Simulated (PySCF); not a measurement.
CH₅FN₂Si₂, SMILES F[Si@@H]1C=N[SiH2]N1.

Coordinates come from a PBE-D3(BJ)/def2-SVP optimisation. The structure was generated by enumeration; whether it is a known compound was not checked.

Calculation: PBE/def2-TZVP (PySCF).

Isolated molecule, no solvent.

Computed frontier levels, gap, dipole moment and polarisability:
```json
{
  "highest_occupied_level": "-5.75 eV",
  "lowest_empty_level": "-2.68 eV",
  "orbital_gap": "3.07 eV",
  "dipole_moment": "1.95 D",
  "quadrupole, principal values (traceless, Buckingham form, about the centre of nuclear charge)": "-9.53, -0.26, 9.79 D·Å",
  "mean_static_polarisability": "73.9 bohr³ (10.95 Å³)",
  "polarisability_principal_values": "57.5, 70.5, 93.7 bohr³"
}
```
